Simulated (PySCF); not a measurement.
**Dipole moment and polarisability of 3-aminophenol**

Species: 3-aminophenol, C₆H₇NO.
Numbering: `[NH2:1][c:2]1[cH:3][cH:4][cH:5][c:6]([OH:7])[cH:8]1` (hydrogens: H9, H10 on N1; H11 on C3; H12 on C4; H13 on C5; H14 on O7; H15 on C8)

Cartesian coordinates in Å at the GFN2-xTB level; atoms count from 1:
```
atom  x, y, z in Å
N1     2.3397   -0.0117    0.8533
C2     1.0245    0.0663    0.4440
C3     0.2232    1.1425    0.8312
C4    -1.0679    1.2494    0.3574
C5    -1.5892    0.2985   -0.5029
C6    -0.7977   -0.7758   -0.8915
O7    -1.2604   -1.7448   -1.7329
C8     0.5003   -0.8923   -0.4182
H9     2.5816    0.5096    1.6800
H10    2.7747   -0.9170    0.7843
H11    0.6235    1.8892    1.5008
H12   -1.6828    2.0834    0.6625
H13   -2.6024    0.3865   -0.8710
H14   -2.1684   -1.5411   -1.9868
H15    1.0968   -1.7347   -0.7321
```

Level: PBE0/def2-SVPD (PySCF), static field, nuclei fixed, core orbitals frozen in the response. The polarisability tensor in these axes (au):

```
x   100.70  -4.45  18.54
y    -4.45  79.41  18.36
z    18.54  18.36  69.47
```

Question: What are the eigenvalues, a third of the trace, and Δα (Δα² = ½Σ(αi − αj)² over the three pairs)?

Answer: Principal values 49.35, 90.33 and 109.91 au; mean 83.19 au = 12.33 Å³ = 13.72 × 10⁻⁴⁰ C²·m²/J; Δα = 53.53 au (64 % of the mean).

Question: What is the dipole moment, and where does it point?

Answer: (0.05, 0.18, 1.13) D, 1.15 D in size, pointing from the negative to the positive side. Measured along this direction, the outermost atoms are H14 at the negative end and H9 and H11 at the positive end.

Question: Orientational against electronic polarisability at 500 K (dilute gas, rigid molecules)?

Answer: In Gaussian units μ²/3kT = 6.38 Å³ against 12.33 Å³, a ratio of 0.52; the Debye molar polarisation (4π/3)N_A(α + μ²/3kT) is 47.2 cm³/mol, leaving out the vibrational part.

Question: Give the eigenvalues of the traceless quadrupole moment Θ = ½Σq(3rr − r²1), origin at the centre of nuclear charge.

Answer: -12.83, -3.60, 16.43 D·Å. The values depend on the origin, since the dipole doesn't vanish. The electronic extent ⟨r²⟩ about the same centre is 926 bohr², a root-mean-square distance of 2.11 Å for the 58 electrons.

Question: Directions of the eigenvectors, and the extent of the frame along each?

Answer: Largest value along (0.87, 0.16, 0.47), where the nuclei span 6.17 Å; middle along (-0.37, 0.84, 0.41), 4.78 Å; least along (-0.33, -0.53, 0.78), 0.29 Å. The response follows the extents in order.

Geometry: GFN2-xTB, one conformer, isolated molecule.

These values come from a run that also computed excited states. On an x86-64 server with one thread, no GPU, shared host, this took 36 s of wall time.
